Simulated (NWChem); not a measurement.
CH3O2 (+1)

SMILES: OC=[OH+]
```xyz
6

O     -0.3334     1.0958     0.0000
C     -0.3909    -0.1593     0.0000
O      0.6641    -0.8569     0.0000
H      0.5751     1.4691     0.0000
H     -1.4009    -0.6001     0.0000
H      0.5253    -1.8244     0.0000
```
Charge +1, spin multiplicity 1.

All runs are NWChem calculations. Structure: optimised with PBE0/def2-SVP, a minimum by its harmonic frequencies. It is one conformer; others weren't searched.

Symmetry labels belong to the abelian group Cs used in the runs, with the axes of the coordinates shown.

The structure started from a generated list of species.

Q: List the lowest 4 singlet excitations that CIS/def2-SVPD gives, with oscillator strengths.

A: 
```json
[
 {"state": "1", "symmetry": "a\"", "energy (eV)": "9.63", "wavelength (nm)": "129", "f": "0.007"},
 {"state": "2", "symmetry": "a'", "energy (eV)": "10.47", "wavelength (nm)": "118", "f": "0.284"},
 {"state": "3", "symmetry": "a\"", "energy (eV)": "10.77", "wavelength (nm)": "115", "f": "0.003"},
 {"state": "4", "symmetry": "a\"", "energy (eV)": "12.53", "wavelength (nm)": "99", "f": "0.004"}
]
```
